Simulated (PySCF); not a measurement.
Species: C2H6O2Si2.
Numbering: `[CH:1]#[C:2][Si@@H:3]([OH:4])[O:5][SiH3:6]` (hydrogens: H7 on C1; H8 on Si3; H9 on O4; H10, H11, H12 on Si6)

Method: PBE0-D3(BJ)/def2-SVP geometry optimisation, gas phase (PySCF 2.14.0); density fitting, grid level 1; the optimiser is geomeTRIC in internal coordinates, started from a GFN2-xTB structure with every atom displaced at random (about 0.01 Å).

Step 1: E = -21999.2816 eV
```
atom  x, y, z in Å  |  force x, y, z in eV/Å
C1      2.1250    1.2510   -1.5406   -0.058   0.049  -0.081
C2      1.3761    0.3631   -1.1779    0.092  -0.060   0.237
Si3     0.3237   -1.0085   -0.5510   -0.165   0.112  -0.267
O4      1.2411   -2.2122    0.1011   -0.258  -0.059  -0.230
O5     -0.7121   -0.3767    0.5629    0.033  -0.066   0.030
Si6    -1.8563    0.6339    1.2061   -0.023   0.093  -0.072
H7      2.7667    2.0440   -1.8815    0.025   0.003   0.003
H8     -0.4049   -1.6086   -1.6970    0.006  -0.030   0.162
H9      1.7781   -2.0020    0.8627    0.220   0.098   0.265
H10    -1.4773    2.0636    0.9795    0.010  -0.065  -0.009
H11    -3.1863    0.3792    0.5728    0.050  -0.017  -0.012
H12    -1.9750    0.3971    2.6744    0.066  -0.058  -0.026
```

Step 2: E = -21999.2918 eV
```
atom  x, y, z in Å  |  force x, y, z in eV/Å
C1      2.1209    1.2550   -1.5300   -0.064   0.019  -0.062
C2      1.3757    0.3632   -1.1677    0.083  -0.022   0.105
Si3     0.3133   -1.0084   -0.5616   -0.036   0.073  -0.073
O4      1.2272   -2.2050    0.1061    0.005  -0.057   0.030
O5     -0.7133   -0.3779    0.5557   -0.012  -0.038   0.010
Si6    -1.8505    0.6361    1.1975   -0.001   0.026  -0.007
H7      2.7631    2.0491   -1.8687    0.013  -0.007   0.014
H8     -0.4245   -1.6270   -1.6841   -0.002  -0.015   0.026
H9      1.7742   -1.9801    0.8646    0.009   0.024  -0.030
H10    -1.4630    2.0599    0.9698   -0.004  -0.002  -0.007
H11    -3.1787    0.3784    0.5665    0.002   0.006  -0.008
H12    -1.9458    0.3807    2.6632    0.007  -0.006   0.001
```

Question: Estimate the geometry and energy of step 3. (The exact step hangs on the optimiser's Hessian estimate; all steps are aligned on step 2, rigid shifts and turns removed.)

Answer: E = -21999.2940 eV, largest force 0.080 eV/Å
```
atom  x, y, z in Å  |  force x, y, z in eV/Å
C1      2.1127    1.2574   -1.5245   -0.046   0.013  -0.045
C2      1.3765    0.3606   -1.1565    0.058  -0.017   0.052
Si3     0.3110   -1.0120   -0.5599   -0.001   0.038  -0.016
O4      1.2266   -2.2097    0.1055    0.013  -0.033   0.046
O5     -0.7139   -0.3822    0.5584   -0.020  -0.033   0.014
Si6    -1.8480    0.6388    1.1938    0.005   0.010   0.003
H7      2.7514    2.0541   -1.8637    0.009  -0.005   0.012
H8     -0.4322   -1.6356   -1.6742   -0.002  -0.003  -0.016
H9      1.7862   -1.9758    0.8526    0.000   0.009  -0.044
H10    -1.4510    2.0596    0.9670   -0.003   0.009  -0.003
H11    -3.1736    0.3890    0.5546   -0.006   0.006  -0.003
H12    -1.9473    0.3794    2.6585   -0.007   0.006   0.000
```

The energy changes by -0.0022 eV. The first-order estimate −F·Δx gives -0.0028 eV and the mean of the old and new forces, exact on a quadratic surface, -0.0021 eV. The step makes an angle of 71° with the force vector and moves no atom by more than 0.017 Å.

The cost below is that of the whole optimisation. Time: 68 s of wall time; peak memory 0.51 GiB. Hardware: one thread, Arm Neoverse V2 (aarch64), on a shared host.
